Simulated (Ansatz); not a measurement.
Consider the silylene formation by 1,1-elimination: `C[SiH2][SiH2]C` → `C[SiH3]` + `C[SiH]`.

Isolated molecules relaxed with PBE0-D4/def2-TZVP in Ansatz; ΔE leaves out vibrations. CCSD(T)/CBS is the MP2 limit (def2-TZVPP, def2-QZVPP) plus CCSD(T) − MP2 in def2-TZVPP, frozen cores. This one scheme is used for every species. DFT in def2-TZVPP. B3LYP here is the variant with VWN-RPA as its local correlation; programs differ in this. One conformer a species, not always the lowest.

`C[SiH2][SiH2]C`:

Cartesian coordinates in Å:
```
C -0.364 -0.874 1.949
Si 0.092 -1.412 0.207
Si 0.859 0.392 -1.074
C -0.443 1.741 -1.212
H -1.154 -0.119 1.928
H 0.500 -0.446 2.461
H -0.723 -1.722 2.537
H -1.103 -2.009 -0.461
H 1.141 -2.470 0.261
H 2.090 0.950 -0.440
H 1.241 -0.086 -2.434
H -1.349 1.357 -1.687
H -0.713 2.122 -0.225
H -0.075 2.578 -1.809
```

`C[SiH3]`:

Cartesian coordinates in Å:
```
C 0.486 0.460 0.726
Si -0.435 -0.411 -0.650
H 1.397 0.927 0.347
H 0.767 -0.245 1.511
H -0.134 1.239 1.175
H -0.815 0.551 -1.720
H -1.678 -1.046 -0.132
H 0.411 -1.474 -1.258
```

`C[SiH]`:

Z-matrix (Å, degrees):
```
C
Si 1 1.892
H 1 1.098 2 109.5
H 1 1.098 2 109.7 3 -115.3
H 1 1.091 2 113.8 3 122.2
H 2 1.531 1 94.2 3 58.0
```

| level | ΔE (kJ/mol) | difference from CCSD(T)/CBS |
| --- | --- | --- |
| PBE-D4 | 242.8 | 11.6 |
| r2SCAN-D4 | 251.8 | 20.6 |
| PBE0-D4 | 250.0 | 18.8 |
| B3LYP-D4 | 227.0 | -4.2 |
| ωB97X-V | 242.0 | 10.8 |
| PBE | 232.8 | 1.6 |
| PBE0 | 240.9 | 9.7 |
| HF/def2-TZVPP | 204.7 | -26.5 |
| MP2/def2-TZVPP | 238.9 | 7.7 |
| SCS-MP2/def2-TZVPP | 226.3 | -4.9 |
| CCSD/def2-TZVPP | 220.7 | -10.5 |
| CCSD(T)/def2-TZVPP | 225.4 | -5.8 |
| HF/def2-QZVPP | 204.4 | -26.8 |
| SCS-MP2/def2-QZVPP | 229.8 | -1.4 |
| HF/CBS(def2) | 204.4 | -26.8 |
| MP2/CBS(def2) | 244.7 | 13.5 |
| CCSD(T)/CBS | 231.2 | 0 |

Largest T1 diagnostic among the species: 0.012.

The D4 term adds +15.6 kJ/mol with B3LYP and +9.0 kJ/mol with PBE0; it sums over pairs of atoms, weighted by their polarisabilities, and B3LYP, whose exchange is more repulsive, gets the larger term. In def2-TZVPP, CCSD(T) changes the Hartree–Fock value by +20.7 kJ/mol (the triples alone add +4.7 kJ/mol) and MP2 by +34.2 kJ/mol. From PBE to PBE0 (25 % exact exchange), in def2-TZVPP and without D4, ΔE moves by +8.1 kJ/mol.

CCSD(T)/CBS has its own doubt, a few kJ/mol and more with outer-core shells, so smaller differences from it don't rank the levels.
